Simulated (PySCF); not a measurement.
Substituent chemical shifts

Parent skeleton `[CH3:1][O:2][SiH3:3]`; one hydrogen on atom 3 is replaced by X. Hydrogens on one atom are averaged.

Method: GIAO PBE0/pcSseg-1 shieldings, geometry: PBE0-D3(BJ)/def2-SVP, in PySCF 2.14.0 with density-fitted response routines (no relativistic terms, one conformer, isolated molecule, one averaged value for each set of equivalent atoms).

Scale: ¹³C, ²⁹Si, ¹H against TMS; ¹⁷O vs H2O (reference shieldings calculated alike).

Parent (X = H): C1 54.6, O2 -10.8, Si3 -29.2, H(C1) 3.56, H(Si3) 4.73 ppm. Effects are Δδ = δ(X) − δ(H), positive for deshielding.

Question: Give Δδ (ppm) for X = NH2, PH2, iPr, CHO.

Answer: 
```csv
X,SMILES,C1,O2,Si3,H(C1),H(Si3)
NH2,CO[SiH2]N,-4.6,+39.6,+1.0,-0.04,-0.16
PH2,CO[SiH2]P,-1.6,+11.3,+25.0,+0.01,+0.66
iPr,CO[SiH2]C(C)C,-0.6,+5.5,+26.3,+0.04,-0.03
CHO,CO[SiH2]C=O,-0.6,+8.2,-16.4,+0.18,-0.24
```

Question: Which position responds most, and to which substituents?

Answer: Si3: from -16.4 ppm with CHO to +26.3 ppm with iPr.

Experimental scales use liquid or dissolved standards, which lie at an offset from isolated H2O (liquid H2O: subtract about 36 ppm).
